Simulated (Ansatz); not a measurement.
Basis-set extrapolation for CH$_{9}$NO$_{2}$Si$_{2}$ (`CO[SiH](N)O[SiH3]`) (PBE0-D4/def2-TZVP geometry, frozen core, Ansatz 0.2.0). Multiplicity 1, RHF reference.

```csv
,def2-TZVPP,def2-QZVPP
HF,-825.463403,-825.495245
MP2 correlation,-1.102581,-1.186771
CCSD(T) correlation,-1.195951,not run
```

Energies in hartree. Use E(X) = E(∞) + A·exp(−7.88·√X) for Hartree–Fock and E(X) = E(∞) + B·X^(−2.97) for correlation, with X = 3 and 4, and add CCSD(T) minus MP2 of the smaller set to the MP2 limit.

What is the CCSD(T) energy at the basis-set limit?

HF limit: -825.495245 + (-0.031842) × 0.13774 = -825.49963. MP2 limit: -1.186771 + (-0.084190) × 0.74074 = -1.24913. Higher-order term: -1.195951 − (-1.102581) = -0.09337. Total: -826.84213 hartree, 479.9 kJ/mol below CCSD(T)/def2-TZVPP.
